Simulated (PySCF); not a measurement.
Relaxation of singlet SiSe2

Level of theory: PBE0/[Si def2-TZVP, Se def2-TZVP], no relativity, density fitting, PySCF. A (50,194) grid was used.

A hand-made bent start, of C2v symmetry, held to at least that symmetry:

```xyz
3
charge 0 multiplicity 1, angstrom
Si    0.0000    0.0000   -1.0446
Se    1.7530    0.0000    0.1829
Se   -1.7530    0.0000    0.1829
```

Q: What forces act on the atoms at the start (eV/Å)?

A: 
```csv
atom,Fx,Fy,Fz
Si1,0.00,0.00,2.91
Se2,0.64,0.00,-1.46
Se3,-0.64,0.00,-1.46
```

Q: What does it relax to?

A: It ends at D∞h with Si–Se 2.053 Å (×2); Se–Si–Se 180.0°. A frequency run shows a minimum.

Q: How much energy is released, and in how many steps?

A: 171.3 kJ/mol in 8 steps.
